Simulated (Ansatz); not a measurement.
Input and output for GdCl₃.

```yaml
crystal:
  periodic: [false, false, false]
  atoms:
    - {symbol: Gd, position_ang: [-0.004875, -0.001322, 0.456079]}
    - {symbol: Cl, position_ang: [2.379593, -0.021960, -0.126556]}
    - {symbol: Cl, position_ang: [-1.168060, 2.071076, -0.158508]}
    - {symbol: Cl, position_ang: [-1.206648, -2.047794, -0.171015]}
basis:
  gaussian: {orbitals: def2-SVP, final_grid: {core_spheres: 8, valence_spheres: 7, degree: 23}}
magnetization: {spin_polarized: true, initial_magnetization: 7}
hamiltonian: {xc: {name: r2SCAN50}}
scf: {lower_state_search: full}
```

```sh
$ ansatz run in.yaml --threads 4 --pin off --events-out ev --progress --plain --max-ram 8704MiB
```

It prints (some lines left out):

```
Functional definition: r2SCAN50
basis functions trapped inside cores are left out: 1
1215 factors; integrals over basis functions are off by at most 5.2e-4 eV
mean field evaluation 1: about -58378.8728 eV, gradient 6.0e1 eV
mean field evaluation 2: about -58378.8733 eV, gradient 6.0e1 eV
mean field evaluation 4: about -58387.2534 eV, gradient 1.5e1 eV
mean field evaluation 8: about -58387.7418 eV, gradient 4.4e-1 eV
mean field evaluation 16: about -58387.7463 eV, gradient 6.9e-4 eV
mean field evaluation 32: about -58355.6706 eV, gradient 7.3e1 eV
mean field evaluation 64: about -58387.7463 eV, gradient 9.5e-3 eV
mean field evaluation 96: about -58385.4622 eV, gradient 3.4e1 eV
mean field -58387.74633338 eV, -2145.7101011159 hartree, gradient 6.2e-5 eV, S^2 15.765182; 4 other end points of the search recorded, 0 dependent functions left out
reference -58387.74636817 eV, -2145.7101023942 hartree; 47, 40 occupied and 84, 91 virtual orbitals, 1215 factors
Total energy: -58387.74636817 eV, -2145.7101023942 hartree
```

Run time 18 s (4 threads of Arm Neoverse V1 on a shared host), peak host memory 0.73 GiB.

In the def2 sets Gd takes a core potential; there is no spin–orbit coupling.
